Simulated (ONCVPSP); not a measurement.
# Zr (Z = 40): one change to an ONCV potential, before and after

```
Element                 : zirconium (Zr)
Generator               : ONCVPSP 4.0.1
Type                    : optimised norm-conserving Vanderbilt (ONCV)
Functional              : PBEsol
Relativity              : fully relativistic
Frozen core             : [Ar] 3d10
Valence charge          : 12
Reference configuration : 4s2 4p6 4d2 5s1.5 (charge +0.5)
Partial waves           : 4s+5s: rc 2.20 bohr, ncon 3, nbas 6, qcut 5.2 1/bohr, 2 projectors; 4p: rc 2.30 bohr, ncon 5, nbas 8, qcut 6.9 1/bohr, 2 projectors, debl 3.6 Ha; 4d: rc 1.85 bohr, ncon 5, nbas 8, qcut 5.5 1/bohr, local
Local potential         : the d channel
Core correction         : none
```

Open shells are filled in proportion to 2j + 1.

Change: s: qcut 4; p: qcut 5.4; d: qcut 4.3.

Cutoffs: the cutoffs (Ha) at which the residual kinetic energy of the hardest occupied pseudo-wave falls to 1 and 0.1 mHa per electron; they do not see the model core or the augmentation charge, which bear on the density cutoff. Errors are all-electron minus pseudo energies relative to the spin-unpolarised reference configuration.

Task: How do hardness, ghosts and transferability respond?

Result: The potential gets harder (15 Ha and 41 Ha → 43 Ha and 59 Ha); of the 4 tests that both files solve, the error grows in 2 and shrinks in 0 by more than 15 % and 0.3 meV (median size 1.4 → 1.6 meV); the range in which the s phases agree narrows (upper end 3.3 → 2.2); neither file shows a bound ghost.

```tsv
quantity	base	changed
cutoff, loose	15 Ha	43 Ha
cutoff, tight	41 Ha	59 Ha
loose cutoff by channel	s 6.8 Ha, p 10 Ha, d 15 Ha	s 5.0 Ha, p 10 Ha, d 43 Ha
bound ghosts	none	none
GHOST(+) flags under 300 eV	none	s at 78.3 eV
largest miss of a reference level, eV	0.08	0.08
error for 4s2 4p6 4d2 5s2, meV [ΔE -2.90 eV]	-0.2	-0.3
error for 4s2 4p6 4d2 5s1, meV [ΔE 4.28 eV]	-0.2	-0.3
error for 4s2 4p6 4d2 5s0, meV [ΔE 17.19 eV]	-4.0	-5.0
error for 4s2 4p6 4d1 5s2, meV [ΔE 4.78 eV]	-2.6	-3.0
s: phases at 2.24 bohr within 0.05 rad from the reference energy up to (Ha; the scan ends near 5)	3.3	2.2
p3/2: phases at 2.33 bohr within 0.05 rad from the reference energy up to (Ha; the scan ends near 5)	to the end of the scan	to the end of the scan
p1/2: phases at 2.33 bohr within 0.05 rad from the reference energy up to (Ha; the scan ends near 5)	to the end of the scan	to the end of the scan
d5/2: phases at 1.88 bohr within 0.05 rad from the reference energy up to (Ha; the scan ends near 5)	3.2	2.6
d3/2: phases at 1.88 bohr within 0.05 rad from the reference energy up to (Ha; the scan ends near 5)	2.9	2.5
```
